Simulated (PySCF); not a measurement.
Ge(Cl)(Br), SMILES [Cl][Ge][Br], singlet (B3LYP/def2-SVP optimised geometry):

```
3

Ge    -0.864    -1.161     0.000
Cl     1.347    -1.161     0.000
Br    -1.347     1.161     0.000
```

Calculation: B3LYP/def2-TZVP run with PySCF.

**Question.** What are the frontier orbital energies and the dipole moment?

**Answer.** HOMO-2 -8.52 eV, HOMO-1 -8.25 eV, HOMO -7.78 eV, LUMO -3.43 eV, LUMO+1 -0.98 eV; dipole moment 2.12 D.

On the same geometry PBE/def2-TZVP run with PySCF gives HOMO-2 -7.58 eV, HOMO-1 -7.26 eV, HOMO -6.89 eV, LUMO -3.93 eV, LUMO+1 -1.55 eV; dipole moment 1.90 D.

Meta-Löwdin charges at B3LYP/def2-TZVP: Ge1 0.53, Cl2 -0.28, Br3 -0.24.
